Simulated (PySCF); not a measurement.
Gas-phase reaction: SnBr2 + 2 Cl2 ⇌ SnCl4 + Br2

Method: PySCF energies (xtb for GFN2) plus ideal-gas RRHO corrections (1 bar). † marks an energy on the PBE0/def2-TZVP geometry and frequencies; other levels use their own. All species are closed-shell singlets. B3LYP is the form with VWN-RPA correlation. Sn: scalar-relativistic def2 core potential, no spin-orbit coupling. Br: all electrons, no relativistic terms. The harmonic model lacks anharmonicity and excited electronic states, which grow with temperature; levels with a mode under 35 cm⁻¹ are left out. Soft modes under 120 cm⁻¹ make the harmonic entropy rough for SnBr2, SnCl4.

```csv
level,"ΔE electronic, kJ","ΔH°(298 K), kJ","ΔS°(298 K), J/K","ΔG°(1600 K), kJ"
B3LYP/def2-TZVP†,-299,-295,-162,-53
BLYP/def2-TZVP†,-269,-265,-162,-24
GFN2-xTB,-93,-90,-148,128
PBE/def2-SVP,-329,-324,-161,-83
PBE/def2-TZVP†,-298,-294,-162,-52
PBE0/def2-TZVP,-328,-324,-162,-82
ωB97X-V/def2-TZVP†,-357,-353,-162,-112
```
ΔH° is lowest at ωB97X-V/def2-TZVP† and highest at GFN2-xTB. No reference value is set beside these.
